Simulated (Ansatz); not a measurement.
Two structures of Si2H4Cl2, singlet, reached by relaxing down either side of one saddle point (PBE0-D4/def2-TZVP). Energies are electronic, without zero-point energy. Program: Ansatz 0.2.0. Basis: def2-TZVPP and def2-QZVPP. Cores are frozen in the correlated methods. Extrapolation: Hartree–Fock as exp(−7.88 √X), correlation as X^−2.97. First:

```
atom    x (Å)    y (Å)    z (Å)
 Si1  -0.2059  -0.1660   1.2065
 Si2   0.2754   0.0317  -1.0703
  H3   1.2286  -0.9704  -1.5990
 Cl4  -1.4633  -0.1631  -2.1439
 Cl5   1.0858   1.8836  -1.4274
  H6  -1.1680   0.9016   1.5788
  H7  -0.8018  -1.5020   1.4676
  H8   1.0491  -0.0156   1.9879
```

Second:

```xyz
8
angstrom
Si -0.0778 -0.5888 1.2786
Si -0.1532 1.3943 -1.3673
H 0.0530 -0.7585 -0.2042
Cl -1.2570 0.4075 -2.8331
Cl 1.7870 1.1637 -2.0919
H -1.4520 -0.1210 1.5767
H 0.1767 -1.9059 1.9157
H 0.9232 0.4087 1.7256
```

Task: Which bonds change from the first to the second?

Result: Si₂H₄Cl₂ ([SiH3][SiH]([Cl])[Cl]) → SiCl₂ + SiH₄; bonds formed: Si1–H3; bonds broken: Si1–Si2, Si2–H3.

Task: Give the saddle point's structure and its height above each. (An estimate is asked for; the value comes from the calculation.)

Result: Computed: 218.6 kJ/mol above the first and 77.1 kJ/mol above the second (CCSD(T) at an estimated basis limit (MP2 extrapolated from triple and quadruple zeta, plus CCSD(T) − MP2 in triple zeta)).
Si1  (-0.171, -0.283, 1.096)
Si2  (-0.157, 0.812, -0.999)
H3  (0.411, -0.708, -0.488)
Cl4  (-1.258, 0.012, -2.554)
Cl5  (1.685, 1.358, -1.754)
H6  (-1.403, 0.220, 1.764)
H7  (-0.173, -1.757, 1.325)
H8  (1.066, 0.346, 1.610)
(Å)

T1 diagnostic: at most 0.013.

Losses and insertions of silylenes and their heavier kin drive the gas-phase chemistry of silicon and germanium vapour deposition.

Labels in which every atom is bracketed show which atoms are joined, not bond orders.

For scale, one of the runs: CCSD(T)/def2-TZVPP, 224 basis functions, launched by `ansatz run in.yaml --threads 4 --pin off --events-out ev --progress --plain --max-ram 9574MiB`. Time: 45 s of wall clock on 4 CPU threads of an Arm Neoverse V2; the host was shared. Peak host memory: 3.1 GiB.
